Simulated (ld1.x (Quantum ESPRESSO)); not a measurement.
**silver (Ag), RRKJ: configuration errors across variants**

```json
{
  "Element": "silver (Ag)",
  "Generator": "ld1.x (Quantum ESPRESSO) 7.5",
  "Type": "norm-conserving RRKJ (Kleinman–Bylander form)",
  "Functional": "PBE",
  "Relativity": "fully relativistic",
  "Frozen core": "[Kr]",
  "Valence charge": "11",
  "Reference configuration": "4d10 5s0 5p1",
  "Partial waves": "5p (bound): rc 2.35 bohr; 4d (bound): rc 1.90 bohr; 5s (bound, empty): rc 1.85 bohr",
  "Local potential": "the s channel",
  "Core correction": "a·sin(br)/r model core inside 1.50 bohr",
  "rho0": "0.001"
}
```

Open shells are filled in proportion to 2j + 1 (rel_dist='average').

All-electron excitation energies from the reference (eV): (1) 4d10 5s1 5p0 -3.862; (2) 4d10 5s0 5p0 3.897; (3) 4d9 5s0 5p0 26.012; (4) 4d10 5s0.5 5p0 -0.844; (5) 4d9 5s1 5p0 9.292; (6) 4d8 5s0 5p0 62.203; (7) 4d9 5s2 5p0 0.216.

Tests that are not counted but printed errors over 1 eV. “wave 4d (bound): rc 1.90 bohr becomes 4d (bound): rc 2.82 bohr”: 4d10 5s1 5p0 (pseudo-atom not self-consistent, printed error -909 eV).

Errors AE − PS in meV (a dash: test not solved or not reliable):

```csv
change,(1),(2),(3),(4),(5),(6),(7),bound ghosts
base,-0.7,-2.3,-113,-0.4,-81,-590,-93,none
wave 4d (bound): rc 1.90 bohr becomes 4d (bound): rc 1.22 bohr,-1.4,-2.8,-122,-0.4,-105,-678,-130,none
wave 4d (bound): rc 1.90 bohr becomes 4d (bound): rc 1.52 bohr,-1.3,-2.8,-120,-0.4,-102,-666,-125,none
wave 4d (bound): rc 1.90 bohr becomes 4d (bound): rc 2.10 bohr,-0.4,-1.9,-103,-0.5,-55,-489,-54,none
wave 4d (bound): rc 1.90 bohr becomes 4d (bound): rc 2.26 bohr,-0.8,-1.7,-88,-0.7,-22,-358,-11,none
wave 4d (bound): rc 1.90 bohr becomes 4d (bound): rc 2.62 bohr,-5.4,-3.5,-26,-1.3,+88,+143,+114,none
wave 4d (bound): rc 1.90 bohr becomes 4d (bound): rc 2.82 bohr,–,-5.9,+11,-1.6,+141,+408,+164,none
```

(1) Give the same row for: wave 4d (bound): rc 1.90 bohr becomes 4d (bound): rc 1.86 bohr.

Answers

(1) -0.7, -2.4, -114, -0.4, -85, -606, -99; bound ghosts: none.
